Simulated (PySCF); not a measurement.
**W⁶²⁺: ionisation energy**

W⁶²⁺ [Ne] 3s2 → W⁶³⁺ [Ne] 3s1 [3s1/2^1, M_J = 1/2], as a difference of total energies. Calculation: PySCF 2.14, in an uncontracted even-tempered set (18 s from 20 bohr⁻², ratio 2.4; 14 p from 26 bohr⁻², ratio 2.4; 4 d from 84 bohr⁻², ratio 2.6; 4 f from 130 bohr⁻², ratio 2.6); the two-component X2C-1e Hamiltonian. Correlated levels: 1s2 frozen; the 54 highest virtual spinors dropped. "Screened" scales the spin-orbit matrix elements by Boettger's factors to mimic the two-electron term; Breit and QED terms are absent.

| method | ionisation energy (eV) |
| --- | --- |
| GHF (spin-free) | 7003.5 |
| GMP2 (spin-free) | 7006.9 |
| GHF (screened spin-orbit) | 7002.9 |
| GMP2 (screened spin-orbit) | 7006.7 |

Question: How much does correlation contribute at GMP2 (screened spin-orbit)?

Answer: 7006.7 − (7002.9) = 3.8 eV, measured against GHF (screened spin-orbit).

Breit and QED terms and the two-electron picture change are absent.

For comparison: 7000 ± 7 eV (semi-empirical (NIST evaluation); NIST Atomic Spectra Database, ionization energies).
